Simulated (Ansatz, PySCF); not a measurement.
## TaF4 in two programs

TaF4 (doublet), relaxed with PySCF 2.14.0, UKS PBE0, Ta def2-SVP with ECP60, F def2-SVP; non-relativistic Hamiltonian with scalar-relativistic core potentials where named; density fitting; no spin-orbit coupling:

```xyz
5

Ta    0.0000    0.0000    0.0000
F     1.7548    0.0000   -0.6464
F     0.0000    1.7548    0.6464
F    -1.7548    0.0000   -0.6464
F     0.0000   -1.7548    0.6464
```

There the HOMO–LUMO gap over both spins is 3.97 eV. 

The same geometry by Ansatz 0.2.0 (PBE, PAW, a periodic box with 9 Å of vacuum; gaps over both spins; site moments in spheres, but by Gaussian weights under spin-orbit coupling, so that the two can't be compared; unpaired electrons at the start: 1, along z under spin-orbit coupling; the open shells may stand above their lowest state):

```json
{"spin-orbit coupling": "without", "gap (eV)": "1.56", "spin moment on Ta1 (μB)": "0.24", "largest force component (eV/Å)": "0.02"}
```

(1) What does the run with spin-orbit coupling give?

The spin-orbit runs use fully relativistic datasets of their own, so changes of a few hundredths of an eV needn't come from the coupling.

The two programs differ in functional, so their gaps don't test each other.

Results:

(1) gap (eV): 1.53, spin moment on Ta1 (μB): 0.45, largest force component (eV/Å): 0.01. It took 110 s on 2 threads of Arm Neoverse V2, on a shared host, peak memory 2.3 GiB.
